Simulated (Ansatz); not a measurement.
The lowest singlet and triplet of CHCl (SMILES [CH]Cl); geometries from B3LYP-D3(BJ)/def2-TZVP, each state relaxed from the structure named, with no frequency check.
Singlet (charge 0, multiplicity 1):
```xyz
3

C     -1.07004     0.52801     0.00000
Cl     0.47932    -0.16491     0.00000
H     -1.72826    -0.36465     0.00000
```
Triplet (charge 0, multiplicity 3):
```xyz
3

C     -1.0918     0.3498     0.0000
Cl     0.5004    -0.1057     0.0000
H     -1.9569    -0.3023     0.0000
```

A positive gap puts the triplet lower; no zero-point energy. R- takes a restricted singlet. U- takes an unrestricted singlet (broken symmetry where lower, unprojected). The triplet is unrestricted in single-reference levels.

Run with Ansatz (an electronic-structure program) with Gaussian orbitals. 

Task: One of these levels gives 8.48 kcal/mol for the gap E(singlet) − E(triplet), adiabatic. Which?
(A) R-r2SCAN/def2-TZVPP
(B) U-HF/cc-pV(D+d)Z (spin-contaminated)
(C) U-PBE0/def2-TZVPP (spin-contaminated)
(D) R-wB97M-V/def2-TZVPP

Result: B, U-HF/cc-pV(D+d)Z (spin-contaminated). The others give 4.52 (R-r2SCAN/def2-TZVPP), -0.95 (U-PBE0/def2-TZVPP (spin-contaminated)), -6.77 (R-wB97M-V/def2-TZVPP)

Doubts at one or more of the structures used: a restricted determinant that unrestricted orbitals would lower (R-r2SCAN/def2-TZVPP).
